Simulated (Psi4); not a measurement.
Approach curve of the dimer H3ClSi ··· H3ClSi (SMILES [SiH3]Cl and [SiH3]Cl), singlet. Monomers: optimised at B3LYP-D3(BJ) (def2-TZVP), held rigid. Orientation: a random orientation, not optimised. R is the distance of the centres of mass, along which the second monomer moves.

Geometry at R = 5.63 Å (first 5 atoms: monomer A):
```
10

Si    -0.1325     0.0017    -0.0008
Cl     1.9336    -0.0247     0.0116
H     -0.6064    -0.9436    -1.0303
H     -0.5810     1.3724    -0.3141
H     -0.6137    -0.4057     1.3336
Si    -2.3575     3.1573     2.4825
Cl    -2.5931     4.8455     1.3144
H     -3.6371     2.4223     2.5057
H     -1.9812     3.5803     3.8454
H     -1.2944     2.3228     1.8896
```

- MP2/aug-cc-pVDZ = DF-MP2/aug-cc-pVDZ, frozen core, counterpoise-corrected (Psi4)
- PBE/def2-TZVP, counterpoise-corrected (Psi4)
- SAPT0/jun-cc-pVDZ, frozen core (Psi4)

Interaction energies in kcal/mol:

```json
[
 {"R / Å": "5.02", "MP2/aug-cc-pVDZ": "3.07", "PBE/def2-TZVP": "2.81"},
 {"R / Å": "5.21", "MP2/aug-cc-pVDZ": "1.51", "PBE/def2-TZVP": "1.53"},
 {"R / Å": "5.44", "MP2/aug-cc-pVDZ": "0.46", "PBE/def2-TZVP": "0.64"},
 {"R / Å": "5.63", "MP2/aug-cc-pVDZ": "0.02", "PBE/def2-TZVP": "0.25"},
 {"R / Å": "5.86", "MP2/aug-cc-pVDZ": "-0.22", "PBE/def2-TZVP": "0.00"},
 {"R / Å": "6.03", "MP2/aug-cc-pVDZ": "-0.28", "PBE/def2-TZVP": "-0.08"},
 {"R / Å": "6.36", "MP2/aug-cc-pVDZ": "-0.27", "PBE/def2-TZVP": "-0.12"},
 {"R / Å": "6.62", "MP2/aug-cc-pVDZ": "-0.22", "PBE/def2-TZVP": "-0.11"},
 {"R / Å": "7.15", "MP2/aug-cc-pVDZ": "-0.12", "PBE/def2-TZVP": "-0.05"},
 {"R / Å": "7.84", "MP2/aug-cc-pVDZ": "-0.05", "PBE/def2-TZVP": "0.00"},
 {"R / Å": "8.81", "MP2/aug-cc-pVDZ": "-0.01", "PBE/def2-TZVP": "0.02"},
 {"R / Å": "10.10", "MP2/aug-cc-pVDZ": "0.01", "PBE/def2-TZVP": "0.02"}
]
```

Problem. What does SAPT0/jun-cc-pVDZ give at the same points?

Solution. 5.02: 3.54; 5.21: 1.98; 5.44: 0.88; 5.63: 0.38; 5.86: 0.08; 6.03: -0.03; 6.36: -0.09; 6.62: -0.08; 7.15: -0.04; 7.84: 0.00; 8.81: 0.02; 10.10: 0.02 (kcal/mol).
